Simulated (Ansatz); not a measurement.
# What each rung costs, and what it gives

Saddle point of GaH3BrCl, closed shell (GaH₂Cl ([Cl][GaH2]) + HBr → GaH₂Br ([GaH2][Br]) + HCl (still joined by a long Ga–Cl bond); bonds formed: Cl2–H5; dative contacts that become bonds: Ga1–Br6; bonds broken: H5–Br6; bonds weakened to dative contacts: Ga1–Cl2), PBE0-D4/def2-TZVP structure:

Ga1  (-0.546, -0.519, 0.322)
Cl2  (-0.604, 1.672, -0.487)
H3  (-1.162, -1.457, -0.747)
H4  (-0.551, -0.473, 1.872)
H5  (0.923, 1.013, -0.596)
Br6  (1.938, -0.235, -0.364)
(Å)

Barriers are electronic and count from the start structure reached by relaxing down the imaginary mode.

Ansatz 0.2.0; basis: as named in each row; cores frozen in the correlated methods. Filled d shells of the heavier atoms are correlated. The def2 sets are not built for correlating such inner shells, so the correlated values are less sure here. B3LYP uses VWN-RPA correlation. Extrapolation: Hartree–Fock as exp(−7.88 √X), correlation as X^−2.97.

Times are rough, for one single point on 4 threads of a shared host (Intel Xeon).

The estimate by CCSD(T) at an estimated basis limit (MP2 extrapolated from triple and quadruple zeta, plus CCSD(T) − MP2 in triple zeta) is 5.34 kcal/mol.

| method | basis | time (s) | barrier (kcal/mol) | method less estimate |
| --- | --- | --- | --- | --- |
| HF | STO-3G | under 1 | 12.81 | 7.48 |
| SPW92 | def2-SVP | 1 | -4.86 | -10.20 |
| PBE-D4 | def2-SVP | 2 | -0.60 | -5.94 |
| SPW92 | def2-TZVPP | 2 | -4.51 | -9.85 |
| B3LYP-D4 | 6-31G | 2 | 5.46 | 0.12 |
| PBE-D4 | def2-TZVPP | 2 | -0.62 | -5.96 |
| PBE-D4 | STO-3G | 3 | -4.18 | -9.52 |
| BLYP-D4 | def2-TZVPP | 3 | 2.09 | -3.25 |
| PBE0-D4 | def2-SVP | 3 | 2.12 | -3.22 |
| B3LYP-D4 | def2-TZVPP | 4 | 3.82 | -1.52 |
| BHLYP-D4 | def2-TZVPP | 4 | 6.86 | 1.52 |
| PBE0-D4 | def2-TZVPP | 4 | 1.81 | -3.53 |
| r2SCAN-D4 | def2-TZVPP | 5 | 0.77 | -4.57 |
| CAM-B3LYP-D4 | def2-TZVPP | 5 | 5.28 | -0.05 |
| RPA on PBE | def2-TZVPP | 6 | 5.33 | 0.00 |
| B2PLYP | def2-TZVPP | 6 | 4.57 | -0.76 |
| r2SCAN0-D4 | def2-TZVPP | 6 | 2.61 | -2.72 |
| PBE-QIDH | def2-TZVPP | 6 | 3.64 | -1.70 |
| wB97M-V | def2-SVP | 8 | 5.16 | -0.18 |
| B97M-V | def2-TZVPP | 9 | 5.15 | -0.19 |
| wB97X-V | def2-TZVPP | 9 | 5.85 | 0.51 |
| wB97M-V | def2-TZVPP | 10 | 5.39 | 0.05 |
| CCSD(T) | def2-SVP | 11 | 8.03 | 2.70 |
| MP2 | def2-QZVPP | 26 | 3.78 | -1.56 |
| CCSD(T) | def2-TZVPP | 68 | 5.57 | 0.23 |

All methods are single points on the PBE0-D4 structures; a negative value means that the method puts the saddle structure below the start.

T1 diagnostic: at most 0.011.

Labels in which every atom is bracketed show which atoms are joined, not bond orders.
